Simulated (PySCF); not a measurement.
## [SbO3]-: one-bond stretch

All numbers come from PySCF, B3LYP, basis Sb def2-SVPD with ECP28, O def2-SVPD (scalar-relativistic core potentials, no spin–orbit coupling, density fitting).

Rigid scan from the singlet minimum (Sb–O 1.873 Å (×3); O–Sb–O 120.0° (×3)). Coordinate: the bond from Sb to the last atom (O) scaled, the rest fixed. Energies in kJ/mol from the minimum.

Predict the curve at 0.92, 0.96, 1.00, 1.05, 1.12, 1.20, 1.35, 1.55, 1.80, 2.20.


| scale of one bond | E (kJ/mol) | dipole size (D, about the centre of mass) |
| --- | --- | --- |
| 0.92 | 42.7 | 0.78 |
| 0.96 | 9.3 | 0.38 |
| 1.00 | 0.0 | 0.00 |
| 1.05 | 10.7 | 0.44 |
| 1.12 | 49.4 | 0.99 |
| 1.20 | 107.5 | 1.51 |
| 1.35 | 214.0 | 2.15 |
| 1.55 | 315.3 | – |
| 1.80 | 386.2 | – |
| 2.20 | 435.7 | – |

At long bonds a restricted determinant can lie too high, and another spin state can fall below this curve.

The scan took 15 s on 2 threads of a shared Arm Neoverse V2 host; the process peaked at 1.1 GiB.
